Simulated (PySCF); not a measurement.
Computed shifts of a molecule C₄H₇Cl, HF/pcSseg-1 in PySCF, GIAO, gas phase, atoms alike by connectivity averaged where their shifts nearly agree, in ppm (number of nuclei): ¹³C: 147.3 (1), 125.0 (1), 24.4 (1), 19.2 (1). ¹H: 6.05 (1), 2.18 (3), 2.07 (3). References: ¹³C against TMS (σ = 192.6 ppm); ³⁵Cl against HCl (σ = 958.2 ppm); ¹H against TMS (σ = 31.99 ppm), references at their B3LYP-D3(BJ)/def2-TZVP geometries, non-relativistic (without spin–orbit terms, shifts of atoms bonded to Cl or Br come out too high). The structure is a stationary point at PBE0-D3(BJ)/def2-SVP. One conformer was computed; it need not be the lowest.

Q: Which molecule gave these data?
A) C[C@@H]1C[C@H]1Cl
B) C/C=C(\C)Cl
C) CC(C)=CCl
D) C=CCCCl

A: C, CC(C)=CCl
